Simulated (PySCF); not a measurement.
A structure optimised at B3LYP-D3(BJ)/def2-SVP, used in a PySCF frequency run:

```
Ga
O 1 1.7820
H 2 0.9664 1 112.89
O 1 1.7820 2 120.00 3 180.00
H 4 0.9664 1 112.89 2 0.00
O 1 1.7820 2 120.00 3 0.00
H 6 0.9664 1 112.89 2 180.00
```

### Question
Write its SMILES, formula and point group.

### Answer
[OH][Ga]([OH])[OH], GaH3O3, C3h

### Question
What are its rotational constants (standard atomic weights)?

### Answer
5.9845, 5.9845, 2.9922 GHz
